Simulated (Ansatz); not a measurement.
Molecule: sum formula YOH, charge 0, multiplicity 1. 
Coordinates optimised at B3LYP-D3(BJ)/def2-TZVP (Ansatz, a quantum-chemistry and plane-wave program):
```xyz
3

Y      0.0000     0.0000    -0.3861
O      0.0000     0.0000     1.5670
H      0.0000     0.0000     2.5235
```
Charge 0, spin multiplicity 1.

Basis-set convergence of Hartree-Fock and CCSD correlation energies (hartree) with Ansatz. Correlated levels leave the core frozen unless marked. No spin-orbit coupling. The frozen core is the preceding noble-gas configuration, with the filled d and f shells of earlier blocks. Past Kr the def2 sets carry scalar-relativistic core potentials.

The Hartree-Fock reference is unstable (checked in the largest basis), which strains HF and MP2. 

| basis | functions | E(HF) | E(corr, CCSD) |
|---|---|---|---|
| def2-SVP | 50 | -113.28862 | -0.24776 |
| def2-TZVPP | 101 | -113.39552 | -0.30764 |
| def2-QZVPP | 168 | -113.40113 | -0.32687 |

Extrapolating the two largest sets (X = 3 and 4) as X^-3: E(corr) = (64·(-0.32687) - 27·(-0.30764))/37 = -0.3409 Eh, an estimate of the basis-set limit. The largest set recovers 95.9 % of it, the smallest 72.7 %.
